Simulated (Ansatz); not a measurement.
Reaction (cleavage of the B–Si bond): `CB[SiH2][SiH2][AlH2]` + HCl → `CBCl` + `[AlH2][SiH2][SiH3]`

Computed with Ansatz on PBE0-D4/def2-TZVP structures; ΔE is electronic, products minus reactants. CBS: MP2 limit from def2 TZ/QZ plus the TZ coupled-cluster correction, frozen cores. This one scheme is used for every species. DFT in def2-TZVPP. B3LYP here is the variant with VWN-RPA as its local correlation; programs differ in this. One conformer a species, not always the lowest.

CCSD(T)/CBS gives -110.6 kJ/mol.

Problem. Another level gave -125.4 kJ/mol. Which?
A. CAM-B3LYP-D4/def2-TZVPP
B. revPBE-D4/def2-TZVPP
C. B3LYP-D4/def2-TZVPP
D. B2PLYP/def2-TZVPP

Solution. D. B2PLYP -125.4, revPBE-D4 -100.6, B3LYP-D4 -114.1, CAM-B3LYP-D4 -118.4 kJ/mol.

Largest T1 diagnostic among the species: 0.014.

In def2-TZVPP, CCSD(T) changes the Hartree–Fock value by +32.9 kJ/mol (the triples alone add +3.8 kJ/mol) and MP2 by +27.0 kJ/mol. Leaving LDA and LC-ωPBE aside and taking each functional with its dispersion term where it has one, the values spread over 24.9 kJ/mol, from B2PLYP to revPBE-D4. LDA lies +14.9 kJ/mol from PBE without D4.
